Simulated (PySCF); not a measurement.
**C3H3ClN2S: core ionisation energies**

C3H3ClN2S.
SMILES with atom numbers: `[CH3:1][c:2]1[s:3][n:4][n:5][c:6]1[Cl:7]`

Geometry (GFN2-xTB, Å), atoms numbered from 1 in this order:
```
atom  x, y, z in Å
C1    -1.462   -0.184   -0.057
C2     0.012   -0.263    0.044
S3     0.904   -1.684    0.400
N4     2.344   -0.865    0.327
N5     2.213    0.355    0.064
C6     0.943    0.750   -0.102
Cl7    0.566    2.372   -0.467
H8    -1.871   -1.110   -0.456
H9    -1.740    0.647   -0.703
H10   -1.899   -0.013    0.928
```

The calculation used delta-SCF UKS SCAN, pcX-2 on the ionised atom, pcseg-1 elsewhere, spin-free X2C in PySCF. These are vertical core ionisation energies against the vacuum level, from separate self-consistent calculations with and without the core hole.

Question: What binding energy does each computed site have?

Answer: 
```csv
atom(s),bonded to,level,binding energy (eV),2p1/2 (eV),above the level's lowest (eV),count
Cl7,C,Cl 1s,2829.51,–,0.00,1
S3,N (aromatic in the SMILES) and C (aromatic in the SMILES),S 1s,2478.87,–,0.00,1
N5,N (aromatic in the SMILES) and C (aromatic in the SMILES),N 1s,406.11,–,+0.03,1
N4,N (aromatic in the SMILES) and S (aromatic in the SMILES),N 1s,406.08,–,0.00,1
C6,"Cl, N (aromatic in the SMILES) and C (aromatic in the SMILES)",C 1s,292.85,–,+1.06,1
C2,"S (aromatic in the SMILES), C (aromatic in the SMILES) and C",C 1s,291.85,–,+0.06,1
C1,C and 3 H,C 1s,291.79,–,0.00,1
Cl7,C,Cl 2p3/2,206.91,208.56,0.00,1
```

The listed C 1s values span 1.06 eV, from C1 (bonded to C and 3 H) to C6 (bonded to Cl, N (aromatic in the SMILES) and C (aromatic in the SMILES)).

The 2 N 1s values lie within 0.03 eV of each other; Gaussian lines of 0.5 eV full width would blend them into one maximum.

Question: Which effective nuclear charge Zeff reproduces each element's mean 1s value in the hydrogen-like formula E = 13.606 eV × Zeff²?

Answer: C (Z = 6): mean 292.2 eV, Zeff = 4.63, Z − Zeff = 1.37; N (Z = 7): mean 406.1 eV, Zeff = 5.46, Z − Zeff = 1.54; S (Z = 16): mean 2478.9 eV, Zeff = 13.50, Z − Zeff = 2.50; Cl (Z = 17): mean 2829.5 eV, Zeff = 14.42, Z − Zeff = 2.58. Means run over the listed sites, weighted by atom count.

Not every level is listed. The 2p values add to the ΔSCF energy of one spin-free hole a correction within the shell (spin–orbit coupling, ligand field). 2p1/2 minus 2p3/2 (ligand field included): Cl 1.65 eV. Geometry: GFN2-xTB; no solvent, vibrations or thermal averaging.
